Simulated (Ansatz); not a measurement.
Ansatz results at the PBE0-D4/def2-TZVP geometry: LUMO energy (ωB97M-V/def2-TZVPP) 3.22 eV; LUMO energy (PBE0/def2-TZVPP) 1.73 eV; HOMO energy (B3LYP/def2-TZVPP) -10.62 eV.

Each molecule was computed in one conformer, which needn't be the lowest.

(1) Which molecule gave them?
A. `FC(F)C(F)(F)F`
B. `FC1OC1(F)F`
C. `FC(F)OC(F)(F)F`
D. `C=C(F)C(F)F`

## Answers

(1) C. The others give `C=C(F)C(F)F`: 1.71, -0.46, -8.01; `FC(F)C(F)(F)F`: 3.04, 1.47, -10.30; `FC1OC1(F)F`: 3.20, 1.65, -9.31.

B3LYP here is the variant with VWN-RPA as its local correlation; programs differ in this.
